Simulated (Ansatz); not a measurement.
`CO[Si]1(F)CO1` + `FCCCl` → `F[SiH]1CO1` + `COC(F)CCl`  (formal exchange of groups at the Si–O bond)

Isolated molecules relaxed with PBE0-D4/def2-TZVP in Ansatz; ΔE leaves out vibrations. CBS: MP2 limit from def2 TZ/QZ plus the TZ coupled-cluster correction, frozen cores. This one scheme is used for every species. Functionals use def2-TZVPP. Each species was taken in one conformer, which may not be the lowest.

`CO[Si]1(F)CO1`:

Z-matrix (Å, degrees):
```
C
O 1 1.415
H 1 1.092 2 109.3
H 1 1.091 2 108.5 3 118.7
H 1 1.092 2 111.8 3 -121.0
Si 2 1.604 1 129.5 3 110.6
C 6 1.781 2 126.2 1 -147.9
F 6 1.585 2 108.4 1 10.0
O 6 1.620 2 119.1 1 148.3
H 7 1.087 6 122.8 2 -5.7
H 7 1.087 6 123.1 2 161.9
```

`FCCCl`:

Z-matrix (Å, degrees):
```
C
C 1 1.509
F 1 1.381 2 108.5
H 1 1.093 2 110.9 3 -119.1
H 1 1.093 2 110.9 3 119.1
Cl 2 1.776 1 109.1 3 179.9
H 2 1.089 1 111.1 3 61.0
H 2 1.089 1 111.1 3 -61.2
```

`F[SiH]1CO1`:

Z-matrix (Å, degrees):
```
Si
C 1 1.790
O 1 1.634 2 51.9
F 1 1.584 2 121.7 3 102.6
H 1 1.469 2 127.6 3 -100.2
H 2 1.088 1 121.1 3 -98.1
H 2 1.087 1 123.7 3 97.4
```

`COC(F)CCl`:

Cartesian coordinates in Å:
```
C -1.311 -1.356 0.051
O -0.382 -0.483 -0.561
C 0.141 0.454 0.275
F -0.809 1.430 0.557
C 1.294 1.152 -0.403
Cl 2.700 0.081 -0.516
H -2.209 -0.819 0.368
H -0.862 -1.856 0.917
H -1.579 -2.102 -0.694
H 0.433 0.024 1.243
H 1.002 1.447 -1.410
H 1.582 2.028 0.175
```

| level | ΔE (eV) |
| --- | --- |
| ωB97X-V | 1.30 |
| ωB97M-V | 1.33 |
| PBE | 1.22 |
| r2SCAN | 1.32 |
| PBE0 | 1.29 |
| CCSD/def2-TZVPP | 1.39 |
| HF/def2-QZVPP | 1.51 |
| SCS-MP2/def2-QZVPP | 1.43 |

(1) What does CCSD(T)/CBS give? (Best estimate.)

Largest T1 diagnostic among the species: 0.013.

## Answers

(1) Computed: +1.39 eV. The listed levels differ from it by -0.09, -0.06, -0.17, -0.07, -0.10, 0.00, 0.12, 0.04 eV.

From PBE to PBE0 (25 % exact exchange), in def2-TZVPP and without D4, ΔE moves by +0.08 eV. In def2-TZVPP, CCSD(T) changes the Hartree–Fock value by −0.14 eV (the triples alone add −0.04 eV) and MP2 by −0.09 eV.
